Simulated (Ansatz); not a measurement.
H3O3Y, SMILES `[OH][Y]([OH])[OH]`. Total charge 0; spin multiplicity 1. Y: def2 effective core potential.

Cartesian coordinates in Å:
```
O -0.784 -0.408 -1.825
Y 0.000 0.000 0.000
O 0.893 1.788 0.344
O -0.108 -1.381 1.482
H -1.153 -0.600 -2.681
H 1.311 2.628 0.503
H -0.159 -2.028 2.178
```

Q: List the harmonic frequencies (cm⁻¹, unscaled) at PBE0-D4/def2-TZVP in Ansatz. (Best estimate.)

A: Computed: 59, 142, 142, 196, 289, 289, 425, 426, 439, 612, 616, 616, 4003, 4003, 4004.

Q: Is this a minimum?

A: Yes, all 15 modes are real.

Q: Give the ideal-gas thermochemistry at 298.15 K and 1 bar (rigid rotor, harmonic oscillator; point group D3h, symmetry number 6).

A: Zero-point energy 97.3 kJ/mol; H(298) − E = 120.0 kJ/mol; entropy 345.4 J/(mol·K), of which translation 170.5, rotation 95.4, vibration 79.5; G(298) − E = 17.0 kJ/mol. Modes under 100 cm⁻¹ are hindered rotations or soft bends, so the harmonic entropy is rough.

Q: And at 400, 500, 600, 800 and 1000 K?

A: 
```csv
T (K),H − E (kJ/mol),S (J/mol/K),G − E (kJ/mol)
400,131.6,378.9,-20.0
500,143.7,405.9,-59.2
600,156.2,428.6,-101.0
800,181.8,465.4,-190.6
1000,208.1,494.8,-286.7
```
